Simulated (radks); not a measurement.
Task: These are the eigenvalues of the occupied orbitals of an atom or ion with whole-number occupations (hartree). Method: scalar-relativistic Kohn-Sham, PBE, spin-polarised, spherical densities, finite nucleus; Fermi nuclear charge, rms radius of each element as measured or else 0.836 A^(1/3) + 0.57 fm; computed with a radial shooting solver on a logarithmic mesh with Libxc functionals.

| orbital | eigenvalue |
|---|---|
| 1s up | -1125.749 |
| 1s down | -1125.733 |
| 2s up | -181.5705 |
| 2s down | -181.5254 |
| 2p up | -164.2593 |
| 2p down | -164.2219 |
| 3s up | -44.89213 |
| 3s down | -44.85892 |
| 3p up | -39.24837 |
| 3p down | -39.21201 |
| 3d up | -30.69168 |
| 3d down | -30.64510 |
| 4s up | -16.05655 |
| 4p up | -14.16265 |
| 4p down | -13.96224 |
| 4d up | -11.31116 |

Which element is it, and in what charge state? The configuration may be excited. Open shells, if any, are filled with parallel spins first.

Result: Z = 51, antimony, charge +14: Sb14+ in [Ar] 3d10 4s1 4p6 4d2. The list shows which subshells hold electrons but not how many an open one holds; the 1s level, -1125.7 hartree, gives Z - s = 47.4 by -(Z - s)^2/2, which with screening and relativity narrows Z to a few neighbours, and the depths of the outer levels then fix element, charge and occupations together.
